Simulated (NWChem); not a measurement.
System: C₂H₆AlF; SMILES [CH3][Al]([CH3])[F]

NWChem input:

```
start job
memory heap 200 mb stack 900 mb global 1100 mb
geometry units angstroms noautosym nocenter noautoz
  Al    -0.042394    -0.003553     0.090130
  C      0.801443     1.764126     0.031021
  H      1.884435     1.712089    -0.129932
  H      0.628506     2.313168     0.965972
  H      0.373078     2.377004    -0.772941
  C      0.824728    -1.750654    -0.099474
  H      0.405244    -2.307106    -0.947931
  H      0.658125    -2.370417     0.791378
  H      1.907092    -1.672600    -0.254023
  F     -1.695151    -0.023463     0.330420
end
basis spherical
  Al library 6-31g*
  C library 6-31g*
  H library 6-31g*
  F library 6-31g*
end
dft
  xc pbe0
  iterations 150
end
property
  shielding 5 1 2 3 4 10
end
task dft property
```

All runs use the structure optimised with B3LYP/6-31G* (spherical d).

GIAO values for the isolated, static molecule; σ is the absolute isotropic shielding, δ = σ(reference) − σ with the isolated reference molecule computed at the same levels (13C: tetramethylsilane, 19F: trichlorofluoromethane, 1H: tetramethylsilane).

Atoms are numbered as in the input.

Task: What results follow from this input? (PBE0/6-31G* (spherical d), GIAO.) Quantities: basis functions; σ Al1 (ppm); δ C2 (ppm); δ H3 (rotor mean) (ppm); δ F10 (ppm).

Result: 
```yaml
number_of_basis_functions: 72
"σ Al1 (ppm)": 407.7
"δ C2 (ppm)": -7.1
"δ H3 (rotor mean) (ppm)": -0.42
"δ F10 (ppm)": -111.1
```
